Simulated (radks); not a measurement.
Values are calculated unless marked as measured or tabulated.
Spin polarisation of the 4f7 shell in neutral gadolinium. Start: [Xe] 4f(up 3.5, down 3.5) 5d(up 0.5, down 0.5) 6s2; electrons of 4f are moved from spin down to spin up, other shells keep equal spins. Level of theory: scalar-relativistic Kohn-Sham, SCAN, spin-polarised, spherical densities, finite nucleus; meta-GGA in the generalised Kohn-Sham scheme; Fermi nuclear charge, rms radius of each element as measured or else 0.836 A^(1/3) + 0.57 fm (a radial shooting solver on a logarithmic mesh with Libxc functionals).

moment (Bohr magnetons)  E - E(0) (eV)  e(4f up) (eV)  e(4f down) (eV)  5d down minus up (eV)
0                                0.000         -8.592           -8.592                  0.000
2                               -1.060         -9.564           -7.455                  0.314
4                               -4.219        -10.355           -6.159                  0.618
5                               -6.576        -10.677           -5.451                  0.763

At moment 5 the spin-polarisation energy is -6.576 eV and the 4f exchange splitting 5.226 eV, that is 1.045 eV per Bohr magneton; E = -I m^2/4 would give I = 1.052 eV.
